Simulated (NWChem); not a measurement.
System meant: GaSiH$_{5}$O; SMILES [SiH3][O][GaH2]

Here is an NWChem input.

```
start job
memory heap 200 mb stack 900 mb global 1100 mb
geometry units angstroms noautoz
  Ga     0.049923    -1.215301    -0.016596
  H     -1.479317    -1.451373    -0.243396
  H      1.209796    -2.244299     0.139646
  O      0.576536     0.488550     0.082133
  Si     0.037347     2.049184     0.024982
  H      0.349999     2.746636     1.309803
  H     -1.444989     2.111187    -0.195314
  H      0.708512     2.782428    -1.091584
end
basis spherical
  Ga library def2-svp
  H library def2-svp
  O library def2-svp
  Si library def2-svp
end
dft
  odft
  mult 2
  xc b3lyp
  iterations 150
  mulliken
end
task dft energy
```

End of the output:

```
 ==============================================================================
                                 internuclear angles
 ------------------------------------------------------------------------------
        center 1       |       center 2       |       center 3       |  degrees
 ------------------------------------------------------------------------------
    2 H                |   1 Ga               |   3 H                |   129.99
    2 H                |   1 Ga               |   4 O                |   116.12
    3 H                |   1 Ga               |   4 O                |   113.89
    1 Ga               |   4 O                |   5 Si               |   143.42
    4 O                |   5 Si               |   6 H                |   110.04
    4 O                |   5 Si               |   7 H                |   111.51
    4 O                |   5 Si               |   8 H                |   110.04
    6 H                |   5 Si               |   7 H                |   108.28
    6 H                |   5 Si               |   8 H                |   108.61
    7 H                |   5 Si               |   8 H                |   108.28
 ------------------------------------------------------------------------------
                            number of included internuclear angles:         10
 ==============================================================================

 Summary of "ao basis" -> "" (spherical)
 ------------------------------------------------------------------------------
       Tag                 Description            Shells   Functions and Types
 ---------------- ------------------------------  ------  ---------------------
 Ga                         def2-svp                12       32   5s4p3d
 H                          def2-svp                 3        5   2s1p
 O                          def2-svp                 6       14   3s2p1d
 Si                         def2-svp                 8       18   4s3p1d

                                 NWChem DFT Module
                                 -----------------

 Summary of "ao basis" -> "ao basis" (spherical)
 ------------------------------------------------------------------------------
       Tag                 Description            Shells   Functions and Types
 ---------------- ------------------------------  ------  ---------------------
 Ga                         def2-svp                12       32   5s4p3d
 H                          def2-svp                 3        5   2s1p
 O                          def2-svp                 6       14   3s2p1d
 Si                         def2-svp                 8       18   4s3p1d

  number of electrons :                   58
  multiplicity        :                    2
 ------------------------------------------------------------------------
  no. of electrons and multiplicity not compatible                  58
 ------------------------------------------------------------------------
 ------------------------------------------------------------------------
  current input line :
    26: task dft energy
 ------------------------------------------------------------------------
 ------------------------------------------------------------------------
 There is an error in the input file
 ------------------------------------------------------------------------
 For more information see the NWChem manual at https://nwchemgit.github.io

0: no. of electrons and multiplicity not compatible:Received an Error in Communication
```

**Question.** Find the fault in this run and fix the input.

**Answer.** The input was rejected before any calculation. Cause: the multiplicity doesn't fit the number of electrons (an even count wants an odd multiplicity, and the reverse). This input runs:
```
start job
memory heap 200 mb stack 900 mb global 1100 mb
geometry units angstroms noautoz
  Ga     0.049923    -1.215301    -0.016596
  H     -1.479317    -1.451373    -0.243396
  H      1.209796    -2.244299     0.139646
  O      0.576536     0.488550     0.082133
  Si     0.037347     2.049184     0.024982
  H      0.349999     2.746636     1.309803
  H     -1.444989     2.111187    -0.195314
  H      0.708512     2.782428    -1.091584
end
basis spherical
  * library def2-svp
end
dft
  xc b3lyp
  iterations 150
  mulliken
end
task dft energy
```
It converges to -2292.29449 Ha (B3LYP/def2-SVP).
